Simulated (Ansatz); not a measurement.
GeH$_{6}$OSSi (`O[SiH2][S][GeH3]`), relaxed with RKS PBE-D4/def2-SVP in Ansatz from a rough embedded geometry. The force threshold is 0.03 eV/Å; the program also tests the step.

The species carries charge 0 and has multiplicity 1.

Start:

```xyz
10

O    -0.715   -1.036   -2.528
Si   -0.423   -0.103   -1.169
S     0.569   -1.334    0.279
Ge    0.814    0.395    1.688
H    -1.396   -1.754   -2.241
H    -1.680    0.415   -0.610
H     0.460    1.043   -1.563
H     1.583    1.545    1.049
H     1.465   -0.063    3.001
H    -0.676    0.891    2.094
```

Q: By how much does the energy fall, and how many steps does the optimiser take? (An estimate is asked.)

A: Computed: 24.91 kJ/mol, in 29 steps, 3 of them rejected.

Q: Which bonds change most? (Estimate.)

A: Ansatz gave: Ge4–H10 from 1.622 to 1.554 Å; O1–H5 from 1.031 to 0.974 Å; Si2–H6 from 1.469 to 1.508 Å; Ge4–H8 from 1.524 to 1.550 Å.

Q: Give the relaxed structure. (Estimate.)

A: Computed: 
```xyz
10

O    -1.231   -1.113   -1.833
Si   -0.071    0.056   -1.517
S     1.465   -0.583   -0.130
Ge    0.555    0.241    1.760
H    -1.705   -1.450   -1.052
H    -0.688    1.313   -0.958
H     0.592    0.304   -2.833
H     0.673    1.786    1.781
H     1.351   -0.386    2.933
H    -0.941   -0.168    1.849
```
